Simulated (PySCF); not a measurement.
CH7ClO3Si2 (SMILES O[Si](O)(O)C[SiH2]Cl), singlet, at a GFN2-xTB geometry, atoms displaced at random by about 0.03 Å a coordinate.

Here is a job for PySCF.
```python
from pyscf import gto, scf, dft

mol = gto.M(
    atom='''
Si    1.81519140    0.18202598   -0.63637480
Cl    1.95887688   -1.11397092    0.97642025
C     0.12517046   -0.06315275   -1.37315112
Si   -1.21463571    0.31949620   -0.12219979
O    -2.74773879    0.42683707   -0.78096492
O    -0.90077385    1.73345025    0.42290401
O    -1.34635532   -0.83443267    1.02831388
H     2.16047613    1.45278312   -0.13995457
H     2.80316692   -0.40987760   -1.58836160
H    -0.07346829   -1.04009666   -1.72804797
H     0.02242023    0.62763409   -2.22437290
H    -3.24905512   -0.34566199   -0.81979471
H    -1.57644262    2.33599826    0.88698724
H    -0.60133393   -1.10123082    1.46193651
''',
    basis='sto-3g',
    verbose=4,
)

mf = dft.RKS(mol)
mf.xc = 'b3lyp'
mf.kernel()
g = mf.nuc_grad_method()
grad = g.kernel()
```

### Question
What does this run give for the HOMO-LUMO gap, total energy, dipole moment, HOMO energy, number of basis functions, Mulliken (on the basis functions themselves) charges in atom order?

### Answer

The HOMO-LUMO gap comes out as 8.33 eV and the total energy is -1291.881743 Ha. The dipole moment is 2.01 D, the HOMO energy is -3.74 eV and the number of basis functions is 54. The Mulliken (on the basis functions themselves) charges in atom order comes out as Si1 0.72, Cl2 -0.38, C3 -0.51, Si4 1.09, O5 -0.48, O6 -0.49, O7 -0.50, H8 -0.10, H9 -0.11, H10 0.08, H11 0.07, H12 0.20, H13 0.19, H14 0.22.
